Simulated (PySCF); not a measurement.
H$_{2}$Si (SMILES [SiH2]), triplet, at a GFN2-xTB geometry. Base run: DF-BLYP/6-311G** in PySCF.

Input for PySCF:
```python
from pyscf import gto, scf, dft

mol = gto.Mole()
mol.atom = '''
    Si   -0.00166170    0.08538378    0.00495698
    H    -1.25761844   -0.62511866    0.01233517
    H     1.28088231   -0.57025423   -0.08173290
'''
mol.basis = '6-311g**'
mol.spin = 2
mol.verbose = 4
mol.build()

mf = dft.UKS(mol)
mf.xc = 'blyp'
mf = mf.density_fit(auxbasis='def2-universal-jkfit')
mf.kernel()
mf.analyze()
```

Each row names what was changed in the base input (with any setting that the change needs).

| change | basis functions | E (Eh) | HOMO (eV) | dipole (D) |
|---|---|---|---|---|
| base | 38 | -290.57893 | -4.41 | 0.02 |
| basis = STO-3G | 11 | -287.12735 | -0.10 | 0.43 |
| basis = 6-31G* | 22 | -290.54720 | -4.33 | 0.21 |
| basis = cc-pVDZ | 28 | ? | -4.33 | ? |
| basis = pc-1 | 28 | -290.57298 | -4.40 | 0.01 |
| basis = 6-31G** | 28 | -290.54989 | -4.34 | 0.21 |
| basis = cc-pV(D+d)Z | 33 | -290.56774 | -4.33 | 0.10 |
| basis = 6-311++G** | ? | ? | -4.44 | ? |
| basis = aug-pcseg-1 | 45 | -290.56184 | -4.46 | 0.08 |
| basis = 6-311+G(2d,p) | ? | ? | -4.43 | ? |
| basis = cc-pVTZ | 62 | -290.58107 | -4.40 | 0.07 |
| basis = pcseg-2 | 62 | -290.58804 | -4.43 | 0.00 |
| basis = aug-cc-pVTZ | ? | ? | -4.44 | ? |

Q: Complete the blanks.

A: 
- basis = cc-pVDZ, E (Eh): -290.56515
- basis = cc-pVDZ, dipole (D): 0.11
- basis = 6-311++G**, basis functions: 44
- basis = 6-311++G**, E (Eh): -290.57929
- basis = 6-311++G**, dipole (D): 0.06
- basis = 6-311+G(2d,p), basis functions: 47
- basis = 6-311+G(2d,p), E (Eh): -290.58051
- basis = 6-311+G(2d,p), dipole (D): 0.09
- basis = aug-cc-pVTZ, basis functions: 96
- basis = aug-cc-pVTZ, E (Eh): -290.58171
- basis = aug-cc-pVTZ, dipole (D): 0.05

Totals compare only among sets that treat the same electrons; sets with core potentials leave the core out.

Open shells are given as the SCF converged; they aren't shown to be the lowest states, and a large step between rows can be another state.
